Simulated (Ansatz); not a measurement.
System: MoBr$_{5}$, charge 1, multiplicity 1. The spin state was set by rule; other spins were not relaxed. 
Coordinates optimised at B3LYP-D3(BJ)/def2-TZVP (Ansatz, a program for electronic structure):
```
Mo
Br 1 2.3700
Br 1 2.3700 2 120.00
Br 1 2.3700 2 120.00 3 180.00
Br 1 2.4232 2 90.00 3 -90.00
Br 1 2.4232 2 90.00 5 180.00
```
Charge +1, spin multiplicity 1.

Total electronic energies in hartree. Valence correlation only, unless marked. Spin-orbit coupling is left out. Frozen are the shells of the preceding noble gas and the d and f shells that filled before the atom's block. In def2 rows, elements after Kr have scalar-relativistic effective core potentials. STO-3G rows are all-electron and non-relativistic. CBS(X,Y): correlation extrapolated as X^-3; Hartree-Fock from the larger set. The bracket is a focal-point correction in the basis named.

The T1 diagnostic of CCSD in the largest basis is 0.035, which is high, so the coupled-cluster rows are less sure than usual.

```json
[
 {"level": "revPBE-D3(BJ)/def2-TZVPD", "program": "Ansatz + dftd3", "energy (Eh)": "-12937.89376"},
 {"level": "PBE0/STO-3G", "program": "Ansatz", "energy (Eh)": "-16666.52458"},
 {"level": "PBE0/def2-SVP", "program": "Ansatz", "energy (Eh)": "[?]"},
 {"level": "PBE0/def2-QZVPP", "program": "Ansatz", "energy (Eh)": "[?]"},
 {"level": "BHLYP/def2-TZVPD", "program": "Ansatz", "energy (Eh)": "-12938.65526"},
 {"level": "HSE06-D4/def2-TZVPD", "program": "Ansatz + dftd4", "energy (Eh)": "-12937.40801"},
 {"level": "HSE06/def2-TZVPD", "program": "Ansatz", "energy (Eh)": "-12937.39406"},
 {"level": "B2GP-PLYP/def2-TZVPD", "program": "Ansatz", "energy (Eh)": "-12935.83610"},
 {"level": "B2PLYP-D3(BJ)/def2-TZVPD", "program": "Ansatz + dftd3", "energy (Eh)": "-12936.64353"},
 {"level": "B2PLYP/def2-TZVPD", "program": "Ansatz", "energy (Eh)": "-12936.62301"},
 {"level": "PBE-QIDH/def2-TZVPD", "program": "Ansatz", "energy (Eh)": "[?]"},
 {"level": "RPA@PBE/def2-TZVPP", "program": "Ansatz", "energy (Eh)": "-12931.04836"},
 {"level": "RI-MP2/def2-TZVPPD", "program": "Ansatz", "energy (Eh)": "-12930.57331"},
 {"level": "RI-MP2/CBS(def2-TZVPPD,def2-QZVPPD)", "program": "Ansatz", "energy (Eh)": "-12930.9882"},
 {"level": "SCS-MP2/STO-3G", "program": "Ansatz", "energy (Eh)": "-16659.55708"},
 {"level": "SCS-MP2/def2-SVPD", "program": "Ansatz", "energy (Eh)": "-12928.68432"},
 {"level": "CCSD/STO-3G", "program": "Ansatz", "energy (Eh)": "-16659.51930"},
 {"level": "CCSD/def2-SVP", "program": "Ansatz", "energy (Eh)": "-12928.65932"},
 {"level": "CCSD/CBS(def2-TZVPPD,def2-QZVPPD)", "program": "Ansatz", "energy (Eh)": "-12930.9312"},
 {"level": "CCSD(T)/def2-SVP", "program": "Ansatz", "energy (Eh)": "-12928.72610"},
 {"level": "CCSD(T)/def2-QZVPPD", "program": "Ansatz", "energy (Eh)": "-12930.97037"},
 {"level": "RI-MP2/CBS(def2-TZVPP,def2-QZVPP)+[CCSD(T)-MP2]/def2-SVP", "program": "Ansatz", "energy (Eh)": "-12931.0029"},
 {"level": "CCSD(T)/CBS(def2-TZVPPD,def2-QZVPPD)", "program": "Ansatz", "energy (Eh)": "-12931.0392"}
]
```

Some entries are withheld; supply them.


- PBE0/def2-SVP, energy (Eh): -12935.78167
- PBE0/def2-QZVPP, energy (Eh): -12937.64181
- PBE-QIDH/def2-TZVPD, energy (Eh): -12935.44719
